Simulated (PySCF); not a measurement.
# [Cr(H2O)6]3+ by CASSCF and spin-orbit coupling

The complex [Cr(H2O)6]3+ (charge +3) contains Cr(III), shell d3. The structure is a model geometry with rigid ligands and bond lengths from ionic radii, not a minimum; coordination octahedral, point group Th, metal–donor distances 1.98 Å.

```
19

Cr    0.0000    0.0000    0.0000
O     0.0000    0.0000    1.9750
H     0.7750    0.0000    2.5500
H    -0.7750    0.0000    2.5500
O     0.0000    0.0000   -1.9750
H     0.7750    0.0000   -2.5500
H    -0.7750    0.0000   -2.5500
O     1.9750    0.0000    0.0000
H     2.5500    0.7750    0.0000
H     2.5500   -0.7750    0.0000
O    -1.9750    0.0000    0.0000
H    -2.5500    0.7750    0.0000
H    -2.5500   -0.7750    0.0000
O     0.0000    1.9750    0.0000
H     0.0000    2.5500    0.7750
H     0.0000    2.5500   -0.7750
O     0.0000   -1.9750    0.0000
H     0.0000   -2.5500    0.7750
H     0.0000   -2.5500   -0.7750
```

Method (PySCF 2.14, density fitting): CASSCF(3,5) with orbitals averaged over all microstates of the shell, strongly contracted NEVPT2 on the averaged canonical orbitals; basis x2c-TZVPall on the metal, x2c-SVPall elsewhere; spin-free X2C; gas phase; spin-orbit coupling by state interaction with the mean-field operator over all roots.

## Spin-free states

| 2S+1 | deg. | symmetry | free-ion term | CASSCF / cm⁻¹ | NEVPT2 / cm⁻¹ | f(ED) | occupations |
| --- | --- | --- | --- | --- | --- | --- | --- |
| 4 | 1 | 4Ag | 4F 1.00 | 0 | 0 | – | 1.0 1.0 1.0 0.0 0.0 |
| 2 | 2 | 2Eg | 2G 0.65 | 19229 | 17467 | – | 1.0 1.0 1.0 0.0 0.0 |
| 4 | 3 | 4Tg | 4F 1.00 | 15298 | 17561 | 0 | 0.7 0.7 0.7 0.5 0.5 |
| 2 | 3 | 2Tg | 2G 0.45 | 20254 | 18554 | – | 1.0 1.0 1.0 0.0 0.0 |
| 2 | 3 | 2Tg | 2D 0.46 | 27638 | 25600 | – | 0.9 0.9 0.9 0.1 0.1 |
| 4 | 3 | 4Tg | 4F 0.74 | 23895 | 25946 | 0 | 0.6 0.6 0.6 0.7 0.7 |
| 2 | 1 | 2Ag | 2G 1.00 | 31324 | 31990 | – | 0.7 0.7 0.7 0.5 0.5 |
| 2 | 3 | 2Tg | 2G 0.56 | 34244 | 34900 | – | 0.7 0.7 0.7 0.5 0.5 |
| 2 | 3 | 2Tg | 2H 0.54 | 35287 | 35700 | – | 0.7 0.7 0.7 0.5 0.5 |
| 2 | 2 | 2Eg | 2D 0.50 | 37553 | 37198 | – | 0.7 0.7 0.7 0.5 0.5 |
| 4 | 3 | 4Tg | 4P 0.74 | 37749 | 39181 | 0 | 0.4 0.4 0.4 0.8 0.8 |
| 2 | 3 | 2Tg | 2P 0.43 | 41432 | 41387 | – | 0.6 0.6 0.6 0.6 0.6 |
| 2 | 3 | 2Tg | 2D 0.53 | 48740 | 48119 | – | 0.5 0.5 0.5 0.7 0.7 |
| 2 | 1 | 2Ag | 2F 1.00 | 52391 | 49410 | – | 0.7 0.7 0.7 0.5 0.5 |
| 2 | 3 | 2Tg | 2H 0.71 | 49938 | 52671 | – | 0.3 0.3 0.3 1.0 1.0 |
| 2 | 3 | 2Tg | 2F 0.63 | 54440 | 53236 | – | 0.5 0.5 0.5 0.7 0.7 |
| 2 | 2 | 2Eg | 2D 0.47 | 58691 | 59056 | – | 0.3 0.3 0.3 1.0 1.0 |
| 2 | 3 | 2Tg | 2F 0.79 | 61520 | 60844 | – | 0.4 0.4 0.4 0.9 0.9 |
| 2 | 2 | 2Eg | 2D 0.86 | 80116 | 76919 | – | 0.3 0.3 0.3 1.0 1.0 |
| 2 | 3 | 2Tg | 2D 0.87 | 82597 | 78064 | – | 0.4 0.4 0.4 0.9 0.9 |

Energies are counted from the ground state at NEVPT2 level. Weights follow the labels. f(ED) is the electric-dipole oscillator strength from the ground state at the fixed geometry, without vibronic coupling; occupations, where given, run over the ligand-field orbitals from the lowest.

## Spin-orbit levels

```
E / cm⁻¹  deg.                         make-up    g (S′ = 1/2)
     0.0     4                        1.00 4Ag               –
 17210.5     4             0.60 2Eg + 0.40 4Tg               –
 17459.9     2                        1.00 4Tg  2.95 2.95 2.95
 17527.1     4                        0.98 4Tg               –
 17597.8     2             0.97 4Tg + 0.03 2Tg  2.27 2.27 2.27
 17845.6     4  0.59 4Tg + 0.38 2Eg + 0.03 2Tg               –
 18534.7     4                        0.96 2Tg               –
 18661.4     2             0.97 2Tg + 0.03 4Tg  0.50 0.50 0.50
 25466.9     4             0.79 2Tg + 0.21 4Tg               –
 25472.8     2             0.61 2Tg + 0.39 4Tg  1.48 1.48 1.48
 25936.3     4             0.85 4Tg + 0.15 2Tg               –
 26063.9     4             0.94 4Tg + 0.06 2Tg               –
 26080.6     2             0.61 4Tg + 0.39 2Tg               –
 26128.2     2                        1.00 4Tg               –
 32014.2     2                        1.00 2Ag               –
 34868.5     2                        1.00 2Tg               –
 34923.4     4                        1.00 2Tg               –
 35533.8     2                        1.00 2Tg               –
 35772.7     4                        0.99 2Tg               –
 37198.3     4                        0.98 2Eg               –
```

Only the lowest levels are listed: 62 of 120 states.

## Magnetism

The ground multiplet follows a spin Hamiltonian with S = 3/2, g = 1.968, 1.968, 1.968, D = 0 (spin-orbit part alone); the lowest levels hold 100 % of the spin-free ground state. μeff is 3.84 μB at 300 K and 3.81 μB at 10 K; the spin-only value is 3.88 μB.

| T / K | χT / cm³ K mol⁻¹ | μeff / μB |
| --- | --- | --- |
| 2 | 1.815 | 3.81 |
| 5 | 1.816 | 3.81 |
| 10 | 1.816 | 3.81 |
| 20 | 1.817 | 3.81 |
| 30 | 1.818 | 3.81 |
| 50 | 1.820 | 3.81 |
| 75 | 1.822 | 3.82 |
| 100 | 1.824 | 3.82 |
| 150 | 1.829 | 3.82 |
| 200 | 1.833 | 3.83 |
| 250 | 1.837 | 3.83 |
| 300 | 1.842 | 3.84 |

Powder magnetisation at 2 K: 0.79 μB at 0.5 T, 1.45 μB at 1 T, 2.28 μB at 2 T, 2.64 μB at 3 T, 2.88 μB at 5 T, 2.93 μB at 7 T.

NEVPT2 lifts 4Tg from 15298 to 17561 cm⁻¹; on the d shell alone it tends to overshoot states that fill the eg-type orbitals. NEVPT2 on the d shell alone tends to put d–d bands too high for such charged or covalently bound ions.

The job took 19 s on one thread of Arm Neoverse V2 (shared host), with 192 basis functions, launched as `OMP_NUM_THREADS=1 python lf_run.py task.json out`.
